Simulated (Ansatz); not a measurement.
Total energies of B₁₂P₁₂H₃₂, a nanocrystal cut from zinc blende BP (hydrogen-capped) from Ansatz at PBE-D4/def2-SVP, gas phase (1 Eh = 27.2114 eV = 2625.5 kJ/mol). The reference geometry is relaxed at r2SCAN-D4/def2-SVP.

```xyz
56

B    -0.6931   -0.7657    3.7493
B    -2.4862   -3.1399   -0.8279
B    -2.4776    0.3414   -2.4713
B    -0.5032    2.2174    2.4876
B    -1.3845    2.7591   -0.6142
B    -1.5818   -0.1901    0.6399
B     1.1239   -1.8903    1.2793
B     0.2334   -1.3078   -1.7780
B     1.2973    1.1238    0.0512
B     2.2016    0.5552    3.1573
B     0.4275    1.6676   -3.0659
B     3.5130   -0.4003   -2.0556
P    -2.5517   -1.8940    0.6724
P    -1.4759    0.5100    2.4829
P     1.1189   -1.0785    3.0652
P    -2.3708    1.0590   -0.6533
P    -0.7544   -3.0024   -1.7140
P    -0.6119    0.0090   -2.9701
P    -1.3156    3.4240    1.2068
P     1.3254    1.7884    1.9101
P     0.4355    2.3395   -1.2274
P     0.2827   -0.5871    0.0719
P     2.0842   -1.7058   -2.2954
P     3.1338    0.7002   -0.4897
H    -0.6446   -0.2069    4.8303
H    -1.3568   -1.7895    3.7423
H    -2.6102   -4.2740   -0.4106
H    -3.3261   -2.8009   -1.6300
H    -2.8971    1.2230   -3.1981
H    -3.1332   -0.6802   -2.4628
H    -0.4903    2.6901    3.6053
H    -1.9031    3.5581   -1.3671
H     0.4397   -2.9064    1.2568
H     2.2687   -2.0726    0.8827
H     2.1183    1.0537    4.2653
H     3.3449    0.3560    2.7807
H    -0.2030    2.4532   -3.7489
H     1.5691    1.4663   -3.4260
H     3.5056    0.3203   -3.0274
H     4.5524   -1.0033   -1.8777
H    -3.9151   -1.6079    0.9430
H    -2.1812   -2.5370    1.8767
H    -2.8193    0.8142    2.8514
H     1.7262   -2.0169    3.9409
H    -3.6885    1.3433   -0.1921
H    -0.8869   -3.4853   -3.0425
H     0.1408   -3.9703   -1.1951
H    -0.6042   -0.5872   -4.2628
H    -2.6163    3.8023    1.6359
H    -0.6712    4.6899    1.2382
H     2.0298    3.0271    1.8599
H     1.1694    3.5599   -1.1861
H     2.4245   -2.9276   -1.6637
H     2.0812   -2.1288   -3.6507
H     3.7740    0.1784    0.6589
H     3.8325    1.9264   -0.6382
```

```json
{"state": "charge 0 singlet", "geometry": "reference", "energy (Eh)": "-4410.30613"}
{"state": "charge 1 doublet", "geometry": "reference", "energy (Eh)": "-4410.02195"}
{"state": "charge -1 doublet", "geometry": "reference", "energy (Eh)": "-4410.31025"}
{"state": "free B atom (doublet)", "geometry": "–", "energy (Eh)": "-24.58153"}
{"state": "free P atom (quartet)", "geometry": "–", "energy (Eh)": "-340.98790"}
{"state": "free H atom (doublet)", "geometry": "–", "energy (Eh)": "-0.49863"}
```

Single mean-field runs in def2-SVP are fitted with def2-universal-jkfit.

(1) Work out the vertical ionisation energy to the doublet.

(2) Work out the vertical electron affinity, to the doublet.

(3) Give the fundamental gap IE − EA, the Mulliken electronegativity (IE + EA)/2 and the hardness (IE − EA)/2.

(4) What is the binding energy per atom against free atoms?

(1) E(charge 1 doublet) − E(charge 0 singlet) = -4410.02195 − (-4410.30613) = 0.28418 Eh = 7.73 eV. For comparison, −ε of the highest occupied level is 5.95 eV at this level, 1.78 eV less.

(2) E(charge 0 singlet) − E(charge -1 doublet) = -4410.30613 − (-4410.31025) = 0.00412 Eh = 0.11 eV. The basis lacks diffuse functions, which makes affinities too small.

(3) From the values in Eh: IE − EA = 0.28418 − 0.00412 = 0.28006 Eh = 7.62 eV; (IE + EA)/2 = 3.92 eV; (IE − EA)/2 = 3.81 eV. The HOMO–LUMO gap of the same run is 4.45 eV, 3.17 eV smaller than the fundamental gap.

(4) Atoms: 12 × (-24.58153) + 12 × (-340.98790) + 32 × (-0.49863) = -4402.78932 Eh. Binding: -4402.78932 − (-4410.30613) = 7.51681 Eh = 204.54 eV, or 3.65 eV for each of 56 atoms (no zero-point energy, no counterpoise term).

At PBE-D4/def2-SVP the highest occupied level of the charge -1 doublet lies above zero (up to 1.46 eV). Energy differences disagree on whether the electron is bound (positive means bound): 0.11 eV (vertical, against the charge 0 singlet, at PBE-D4/def2-SVP), but -0.23 eV at PBE0-D4/def2-SVP.
